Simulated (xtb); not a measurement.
xtb input (GFN2-xTB):

```bash
xtb mol.xyz --gfn 2 --ohess tight --chrg -1 --uhf 0
```
mol.xyz:
```
8

N     -1.22147492    -0.75479917     0.10622962
B      0.01781387     0.20134897    -0.00936187
N      1.29266380    -0.57284403    -0.30928059
O     -0.08546249     1.46944688     0.17419056
H     -2.02798707    -0.23816288     0.03731073
H     -1.15230260    -1.48853439    -0.61022507
H      1.30113790    -1.47621942     0.12361138
H      2.08902335    -0.03749547    -0.04138311
```

End of the output:

```
       1    225.15    -0.57163 ( 99.76%)    -0.61047 (  0.24%)    -0.57172
       2    271.33    -0.47337 ( 99.88%)    -0.55525 (  0.12%)    -0.47346
   ------------------------------------------------------------------------

   temp. (K)  partition function   enthalpy   heat capacity  entropy
                                   cal/mol     cal/K/mol   cal/K/mol   J/K/mol
 298.15  VIB   3.88                 1524.840     12.099      7.810
         ROT  0.217E+05              888.752      2.981     22.824
         INT  0.842E+05             2413.593     15.080     30.634
         TR   0.437E+27             1481.254      4.968     38.121
         TOT                        3894.8465    20.0481    68.7545   287.6689

       T/K    H(0)-H(T)+PV         H(T)/Eh          T*S/Eh         G(T)/Eh
   ------------------------------------------------------------------------
    298.15    0.620683E-02    0.628650E-01    0.326675E-01    0.301975E-01
   ------------------------------------------------------------------------

         :::::::::::::::::::::::::::::::::::::::::::::::::::::
         ::                  THERMODYNAMIC                  ::
         :::::::::::::::::::::::::::::::::::::::::::::::::::::
         :: total free energy         -13.388451231153 Eh   ::
         ::.................................................::
         :: total energy              -13.418648700746 Eh   ::
Note: The following floating-point exceptions are signalling: IEEE_UNDERFLOW_FLAG IEEE_DENORMAL
normal termination of xtb
         :: zero point energy           0.056658129256 Eh   ::
         :: G(RRHO) w/o ZPVE           -0.026460659662 Eh   ::
         :: G(RRHO) contrib.            0.030197469593 Eh   ::
         :::::::::::::::::::::::::::::::::::::::::::::::::::::

optimized geometry written to: xtbopt.xyz

           -------------------------------------------------
          | TOTAL ENERGY              -13.418648700746 Eh   |
          | TOTAL ENTHALPY            -13.355783738538 Eh   |
          | TOTAL FREE ENERGY         -13.388451231153 Eh   |
          | GRADIENT NORM               0.000175035625 Eh/α |
          | HOMO-LUMO GAP               6.970927355047 eV   |
           -------------------------------------------------

------------------------------------------------------------------------
------------------------------------------------------------------------
 total:
 SCF:
 ANC optimizer:
 analytical hessian:
```

It need not be the lowest isomer of its formula. Whether it binds its extra electron was not tested at this geometry.
